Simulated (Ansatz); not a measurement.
Species: difluoroboranylsilane, sum formula BSiH₃F₂ (charge 0, singlet). 
Coordinates optimised at B3LYP-D3(BJ)/def2-TZVP (Ansatz, an electronic-structure program):
SMILES: FB(F)[SiH3]
```xyz
7

F      1.3008     1.1169    -0.1169
B      0.5869     0.0083     0.0016
F      1.2739    -1.1170     0.1334
Si    -1.4476     0.0010    -0.0095
H     -1.9247    -0.8963    -1.0885
H     -1.9832     1.3635    -0.2245
H     -1.9336    -0.5219     1.2898
```
Charge 0, spin multiplicity 1.

Quantity: vertical triplet-singlet gap (E(triplet) - E(singlet); each state is the SCF solution reached for its spin), in kcal/mol. Cores are frozen in the correlated levels unless marked. Open shells are spin-unrestricted. No spin-orbit coupling. No relativistic terms. CBS marks a two-point X^-3 extrapolation of the correlation energy; Hartree-Fock from the larger set. [CCSD(T)-MP2]/basis is that difference in the basis named.

RI-MP2/CBS(aug-cc-pV(T+d)Z,aug-cc-pV(Q+d)Z)+[CCSD(T)-MP2]/aug-cc-pV(T+d)Z (Ansatz) gives 130.4 kcal/mol.

**Question.** Another calculation gave 114.9 kcal/mol. Which level was it?
A) wB97X-V/def2-TZVPD (Ansatz)
B) PBE0/def2-TZVPD (Ansatz)
C) PBE/def2-TZVPD (Ansatz)
D) CAM-B3LYP/def2-TZVPD (Ansatz)

**Answer.** C, PBE/def2-TZVPD (Ansatz). The others give 127.9 (wB97X-V), 119.2 (PBE0), 124.6 (CAM-B3LYP) kcal/mol.
